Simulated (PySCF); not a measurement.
H3AlF2O2Si (SMILES [OH][Al]([OH])[SiH](F)F), singlet, geometry from GFN2-xTB (such geometries of metal compounds can be far from the true shape); CASCI(2,2)+NEVPT2/STO-3G (PySCF).

The PySCF input:
```python
from pyscf import gto, scf, mcscf, mrpt
import numpy

mol = gto.M(
    atom='''
Si   -1.140475   -0.330441    0.008524
F    -1.845984    0.463585    1.219988
F    -1.842401    0.400735   -1.243861
Al    1.241530   -0.071983   -0.000868
O     1.972621   -1.532500    0.205932
O     1.816601    1.456148   -0.198619
H    -1.843573   -1.613089    0.038992
H     2.446263   -2.343452    0.324651
H     2.105756    2.350425   -0.315347
''',
    basis='sto-3g',
    charge=0,
    spin=0,
    verbose=4,
)

mf = scf.RHF(mol)
mf.kernel()
mc = mcscf.CASCI(mf, 2, 2)
mc.fix_spin_(ss=0.0)
mc.kernel()
occ = numpy.linalg.eigvalsh(mc.fcisolver.make_rdm1(mc.ci, mc.ncas, mc.nelecas))[::-1]
ss = mc.fcisolver.spin_square(mc.ci, mc.ncas, mc.nelecas)[0]
print('natural occupations', occ.round(4), ' <S^2>', round(ss, 4))
e2 = mrpt.NEVPT(mc).kernel()
print('E(NEVPT2) = %.10f' % (mc.e_tot + e2))
```

Q: Predict the main parts of the log of this PySCF run.

A: 
```
PySCF version 2.14.0

[INPUT] verbose = 4
[INPUT] num. atoms = 9
[INPUT] num. electrons = 64
[INPUT] charge = 0
[INPUT] spin (= nelec alpha-beta = 2S) = 0
[INPUT] symmetry False subgroup None
[INPUT] Mole.unit = angstrom
[INPUT] Symbol           X                Y                Z      unit          X                Y                Z       unit  Magmom
[INPUT]  1 Si    -1.140475000000  -0.330441000000   0.008524000000 AA   -2.155185401913  -0.624442990327   0.016108025486 Bohr   0.0
[INPUT]  2 F     -1.845984000000   0.463585000000   1.219988000000 AA   -3.488404190329   0.876048685456   2.305443195256 Bohr   0.0
[INPUT]  3 F     -1.842401000000   0.400735000000  -1.243861000000 AA   -3.481633301625   0.757279398528  -2.350556627028 Bohr   0.0
[INPUT]  4 Al     1.241530000000  -0.071983000000  -0.000868000000 AA    2.346151675431  -0.136028155625  -0.001640282276 Bohr   0.0
[INPUT]  5 O      1.972621000000  -1.532500000000   0.205932000000 AA    3.727713437566  -2.896005285896   0.389155080284 Bohr   0.0
[INPUT]  6 O      1.816601000000   1.456148000000  -0.198619000000 AA    3.432878367611   2.751720916833  -0.375335513135 Bohr   0.0
[INPUT]  7 H     -1.843573000000  -1.613089000000   0.038992000000 AA   -3.483848060643  -3.048296424549   0.073684201049 Bohr   0.0
[INPUT]  8 H      2.446263000000  -2.343452000000   0.324651000000 AA    4.622767098657  -4.428482466064   0.613501476066 Bohr   0.0
[INPUT]  9 H      2.105756000000   2.350425000000  -0.315347000000 AA    3.979302125160   4.441659526331  -0.595919464203 Bohr   0.0

nuclear repulsion = 363.488190631692
number of shells = 25
number of NR pGTOs = 123
number of NR cGTOs = 41
basis = sto-3g
ecp = {}

******** <class 'pyscf.scf.hf.RHF'> ********
method = RHF
initial guess = minao
damping factor = 0
level_shift factor = 0
DIIS = <class 'pyscf.scf.diis.CDIIS'>
diis_start_cycle = 1
diis_space = 8
diis_damp = 0
SCF conv_tol = 1e-09
SCF conv_tol_grad = None
SCF max_cycles = 50
direct_scf = True
direct_scf_tol = 1e-13
Set gradient conv threshold to 3.16228e-05
Initial guess from minao.
init E= -870.162586071118
  HOMO = -0.37749078014812  LUMO = 0.0182699304150384  gap/eV = 10.76920
cycle= 1 E= -869.938684349851  delta_E= 0.224  |g|= 0.751  |ddm|= 3.55
  HOMO = -0.178314620103771  LUMO = 0.309525969418451  gap/eV = 13.27482
cycle= 2 E= -870.162684076511  delta_E= -0.224  |g|= 0.17  |ddm|= 1.43
  HOMO = -0.246733864689824  LUMO = 0.330557755299699  gap/eV = 15.70891
cycle= 3 E= -870.174110505533  delta_E= -0.0114  |g|= 0.036  |ddm|= 0.286
  HOMO = -0.255111000227837  LUMO = 0.328419261502531  gap/eV = 15.87867
cycle= 4 E= -870.17500086129  delta_E= -0.00089  |g|= 0.00716  |ddm|= 0.0968
  HOMO = -0.255124766841465  LUMO = 0.329703843325812  gap/eV = 15.91400
cycle= 5 E= -870.175040184952  delta_E= -3.93e-05  |g|= 0.00168  |ddm|= 0.0206
  HOMO = -0.254964331692541  LUMO = 0.330021853445302  gap/eV = 15.91828
cycle= 6 E= -870.175042442728  delta_E= -2.26e-06  |g|= 0.000289  |ddm|= 0.00523
  HOMO = -0.255002014008412  LUMO = 0.329983086385688  gap/eV = 15.91826
cycle= 7 E= -870.175042502961  delta_E= -6.02e-08  |g|= 5.46e-05  |ddm|= 0.000845
  HOMO = -0.255007347927936  LUMO = 0.329978836068368  gap/eV = 15.91828
cycle= 8 E= -870.175042504884  delta_E= -1.92e-09  |g|= 1.21e-05  |ddm|= 0.000146
  HOMO = -0.255007419416647  LUMO = 0.329978273264543  gap/eV = 15.91827
cycle= 9 E= -870.175042505012  delta_E= -1.28e-10  |g|= 2.95e-06  |ddm|= 4.28e-05
  HOMO = -0.25500769897743  LUMO = 0.329978096412071  gap/eV = 15.91827
Extra cycle  E= -870.175042505022  delta_E= -1e-11  |g|= 1.27e-06  |ddm|= 7.4e-06
converged SCF energy = -870.175042505022

******** <class 'pyscf.mcscf.casci.CASCI'> ********
CAS (1e+1e, 2o), ncore = 31, nvir = 8
natorb = False
canonicalization = True
sorting_mo_energy = False
******** <class 'pyscf.fci.addons.SpinPenaltyFCISolver'> ********
max. cycles = 200
conv_tol = 1e-08
davidson only = True
linear dependence = 1e-12
level shift = 0.001
max iter space = 12
nroots = 1
pspace_size = 400
spin = None
Density matrix diagonal elements [1.99573858 0.00426142]
CASCI converged
CASCI E = -870.176704793528  E(CI) = -0.816277881655878  S^2 = 0.0000000
natural occupations [1.9958 0.0042]  <S^2> 0.0

******** <class 'pyscf.mrpt.nevpt2.NEVPT'> ********
NEVPT2 (1e+1e, 2o), ncore = 31, nvir = 8
root = 0
Natural occ [1.99576575 0.00423425]
Natural orbital (expansion on meta-Lowdin AOs) in CAS space
               #1        #2
0 Si 1s          0.00017  -0.00070
0 Si 2s          0.00280   0.00377
0 Si 3s          0.21060  -0.32366
0 Si 2px        -0.00383   0.01002
0 Si 2py         0.00153  -0.00209
0 Si 2pz        -0.00005   0.00008
0 Si 3px         0.45232  -0.28800
0 Si 3py         0.06148   0.06559
0 Si 3pz        -0.00107  -0.00439
1 F 1s           0.00017  -0.00044
1 F 2s           0.01174   0.01732
1 F 2px         -0.35670   0.09155
1 F 2py         -0.03747  -0.03378
1 F 2pz          0.01955  -0.02850
2 F 1s           0.00018  -0.00043
2 F 2s           0.01173   0.01652
2 F 2px         -0.35907   0.09010
2 F 2py         -0.03848  -0.03095
2 F 2pz         -0.01911   0.02934
3 Al 1s         -0.00136  -0.00115
3 Al 2s          0.00953   0.00622
3 Al 3s          0.30262   0.70050
3 Al 2px         0.00269   0.00491
3 Al 2py         0.00051  -0.00006
3 Al 2pz        -0.00002   0.00001
3 Al 3px        -0.25568   0.02349
3 Al 3py        -0.03116   0.04187
3 Al 3pz         0.00042  -0.00204
4 O 1s           0.00122   0.00369
4 O 2s          -0.10761  -0.24772
4 O 2px          0.32849  -0.00362
4 O 2py          0.03938  -0.09006
4 O 2pz         -0.00271   0.01041
5 O 1s           0.00106   0.00414
5 O 2s          -0.08675  -0.28089
5 O 2px          0.34926   0.03395
5 O 2py          0.00225   0.08090
5 O 2pz          0.00514  -0.01123
6 H 1s          -0.25008   0.18308
7 H 1s           0.09647   0.21546
8 H 1s           0.08203   0.24011
<CAS-nat-orb|mo-hf>  32     32       0.99999318
<CAS-nat-orb|mo-hf>  33     33       0.99999318
Sr    (-1)',   E = -0.00132165763547
Si    (+1)',   E = -0.00087062171052
Sijrs (0)  ,   E = -0.10840244964966
Sijr  (+1) ,   E = -0.02441480690962
Srsi  (-1) ,   E = -0.01059014181862
Srs   (-2) ,   E = -0.00150313260116
Sij   (+2) ,   E = -0.00203761282339
Sir   (0)' ,   E = -0.00381798891198
Nevpt2 Energy = -0.152958412060420
E(NEVPT2) = -870.3296632056
```
